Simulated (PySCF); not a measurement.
Species: C5H9BO2.
InChI=1S/C5H9BO2/c7-6(8)5-2-1-4(5)3-5/h4,7-8H,1-3H2/t4-,5-/m1/s1

Level: B3LYP/def2-SVPD in PySCF, non-relativistic, on one gas-phase PBE0-D3(BJ)/def2-SVP geometry that isn't relaxed in the solvent. The solvent is an IEF-PCM continuum (van der Waals radii × 1.2), and excitations are vertical TDDFT with non-equilibrium linear response and a frozen core. The model holds no explicit solvent molecules, cavitation or dispersion.

Gas-phase singlets (H = HOMO, L = LUMO):

| state | E (eV) | λ (nm) | f | leading configuration |
| --- | --- | --- | --- | --- |
| S1 | 5.615 | 221 | 0.005 | H→L 99% |
| S2 | 6.373 | 195 | 0.010 | H-1→L 99% |
| S3 | 6.764 | 183 | 0.101 | H→L+1 91% |
| S4 | 6.921 | 179 | 0.049 | H→L+2 93% |
| S5 | 7.149 | 173 | 0.005 | H→L+3 92% |

What are the lowest 5 singlets in benzene (ε = 2.271)?

| state | E (eV) | λ (nm) | f | leading configuration | change by rank (eV) |
| --- | --- | --- | --- | --- | --- |
| S1 | 5.859 | 212 | 0.006 | H→L 99% | +0.244 |
| S2 | 6.614 | 187 | 0.018 | H-1→L 98% | +0.241 |
| S3 | 6.732 | 184 | 0.143 | H→L+1 95% | -0.032 |
| S4 | 6.955 | 178 | 0.057 | H→L+2 96% | +0.034 |
| S5 | 7.225 | 172 | 0.008 | H→L+3 93% | +0.076 |

The ground-state energy changes by -0.146 eV from gas to benzene. By how much does the total energy of gas-phase S1 change?

E(S1) = E(S0) + excitation energy, so it changes by -0.146 + 0.244 = +0.098 eV: it isn't lowered at all, while the ground state is. This is the vertical state, with the slow part of the continuum still set for S0.

How do the frontier levels move from gas to benzene?

| orbital | gas (eV) | solvent (eV) | change (eV) |
| --- | --- | --- | --- |
| LUMO+2 | 0.87 | 0.92 | +0.05 |
| LUMO+1 | 0.69 | 0.71 | +0.02 |
| LUMO | -0.60 | -0.33 | +0.27 |
| HOMO | -6.91 | -6.90 | +0.01 |
| HOMO-1 | -7.63 | -7.63 | 0.00 |
| HOMO-2 | -8.50 | -8.49 | +0.01 |
| HOMO-3 | -8.98 | -8.97 | +0.01 |

The HOMO–LUMO gap goes from 6.30 to 6.57 eV.

The values belong to the conformer `[OH:1][B:2]([OH:3])[C@@:4]12[CH2:5][CH2:6][C@@H:7]1[CH2:8]2`: O1–B2–C4–C5 -172°, H–O1–B2–O3 -2°, H–O3–B2–O1 -1°.
